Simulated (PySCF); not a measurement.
Point-charge models of `[GeH3][N](C(OC)=C)[GeH3]` against its computed dipole.

Coordinates (PBE0-D3(BJ)/def2-SVP, Å) and charges (e) from the PBE0/pcSseg-1 density (PySCF):

```csv
atom,x,y,z,Mulliken,IAO,Hirshfeld,ESP-fitted
C1,1.152,-1.239,0.355,-0.3271,-0.5200,-0.2106,-0.8730
C2,0.662,-0.005,0.110,+0.5401,+0.3078,+0.1009,+0.4007
O3,1.376,1.141,0.243,-0.5343,-0.3281,-0.0882,-0.1274
C4,2.714,1.075,0.650,-0.0343,-0.2001,-0.0263,-0.2952
N5,-0.617,0.316,-0.307,-1.1450,-0.6456,-0.2506,-0.3307
Ge6,-1.854,-1.039,-0.571,+0.4447,+0.5958,+0.3511,+0.2831
Ge7,-0.994,2.127,-0.564,+0.4817,+0.6032,+0.3317,+0.3163
H8,0.528,-2.122,0.229,+0.1406,+0.1458,+0.0271,+0.2713
H9,2.178,-1.394,0.682,+0.1135,+0.1468,+0.0295,+0.2579
H10,3.083,2.108,0.685,+0.1324,+0.1617,+0.0559,+0.1424
H11,3.323,0.496,-0.065,+0.1149,+0.1378,+0.0451,+0.1391
H12,2.808,0.620,1.650,+0.1150,+0.1376,+0.0452,+0.1392
H13,-2.071,-1.802,0.748,-0.0003,-0.0896,-0.0663,-0.0480
H14,-1.332,-2.008,-1.648,-0.0004,-0.0896,-0.0662,-0.0484
H15,-3.145,-0.348,-1.028,+0.0062,-0.0785,-0.0622,-0.0340
H16,-2.465,2.126,-1.021,-0.0226,-0.1019,-0.0742,-0.0640
H17,-0.108,2.731,-1.666,-0.0126,-0.0915,-0.0707,-0.0647
H18,-0.858,2.919,0.747,-0.0125,-0.0917,-0.0707,-0.0644
```

Problem. Compute μ = Σ q r for each scheme (1 e·Å = 4.803 D) and compare with the dipole of the full density.

Solution. The full density gives (0.66, 0.50, 0.16) D, 0.84 D in size; dipole vectors point from the negative to the positive end.

| scheme | μx | μy | μz | size (D) | share of the full size (%) | angle to the full dipole (°) |
| --- | --- | --- | --- | --- | --- | --- |
| Mulliken | 0.19 | -1.02 | 0.14 | 1.04 | 124 | 115 |
| IAO | -0.31 | 0.61 | -0.15 | 0.71 | 84 | 82 |
| Hirshfeld | 0.03 | 0.86 | -0.06 | 0.86 | 102 | 53 |
| ESP-fitted | 0.65 | 0.51 | 0.16 | 0.84 | 99 | 1 |

Problem. Which set comes closest?

Solution. Length of the difference vector: ESP-fitted 0.01 D, Hirshfeld 0.76 D, IAO 1.02 D, Mulliken 1.60 D. Closest: ESP-fitted. 

Problem. What is left for the Hirshfeld atoms' own dipoles?

Solution. The Hirshfeld atoms' densities add up to the full density, so μ = Σ q r + Σ (atomic dipoles). The atomic dipoles sum to (0.66, 0.50, 0.16) − (0.03, 0.86, -0.06) = (0.63, -0.36, 0.22) D, 0.76 D in size.

Problem. With the origin at the mean of the coordinates, (0.243, 0.317, -0.043) Å, which are the largest single terms, by size, of the IAO dipole along the direction of the full one?

Solution. Ge6 -7.28, H10 +2.66, C4 -2.41, O3 -2.25, N5 +2.23 D; all 18 atoms together +0.10 D. The single terms depend on the origin, their sum doesn't.

Problem. Give the size of the full dipole in other units.

Solution. 0.84 D = 0.332 au = 0.176 e·Å = 2.82 × 10⁻³⁰ C·m.

Geometry: PBE0-D3(BJ)/def2-SVP, one conformer, isolated molecule. The calculation is non-relativistic, for germanium too.

These values come from a run that also computed NMR shieldings. Hardware: an x86-64 server with one thread, on a shared host. Cost: 42 s wall.

Conformer computed: `[CH2:1]=[C:2]([O:3][CH3:4])[N:5]([GeH3:6])[GeH3:7]`: C1–C2–O3–C4 0°, C1–C2–N5–Ge6 0°.
